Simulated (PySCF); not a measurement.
Exercise with solution: dipole moment from atomic charges

Sn(H)(Cl)2(OMe) (CH₄Cl₂OSn), SMILES C[O][SnH]([Cl])[Cl]. Atoms are numbered in the order given.

```xyz
9

Sn     0.5147     0.1269     0.0000
Cl    -0.6590     0.9085    -1.8877
Cl    -0.6590     0.9085     1.8877
O      0.4014    -1.8427     0.0000
C     -0.8534    -2.4988     0.0000
H      2.1516     0.5934     0.0000
H     -0.6645    -3.5847     0.0000
H     -1.4534    -2.2544    -0.8961
H     -1.4534    -2.2544     0.8961
```

The structure is a stationary point at B3LYP-D3(BJ)/def2-SVP. The def2 effective core potentials stand for the cores of Sn; spin–orbit coupling is left out. Other conformers were not sampled.

Charges (e) from PBE/def2-TZVP (PySCF):

```tsv
atom	Mulliken	ESP fit
Sn1	0.936	0.340
Cl2	-0.327	-0.151
Cl3	-0.327	-0.151
O4	-0.447	-0.215
C5	-0.210	-0.271
H6	0.000	0.070
H7	0.131	0.136
H8	0.122	0.121
H9	0.122	0.121
```

The dipole moment of the full density is 1.30 D.

Task: What dipole moment does each set of point charges give, and which comes closer to that of the density?

Result: 
μ = Σ q r, and 1 e Å = 4.8032 D.
Mulliken: Σ q r = (0.471, -0.147, 0.000) e Å, |μ| = 2.37 D.
ESP fit: Σ q r = (0.228, -0.149, 0.000) e Å, |μ| = 1.31 D.
ESP fit comes closer in size. Point charges leave out the atoms' own dipoles (lone pairs, polarised bonds); fits to the potential absorb them, partitions of the density don't.
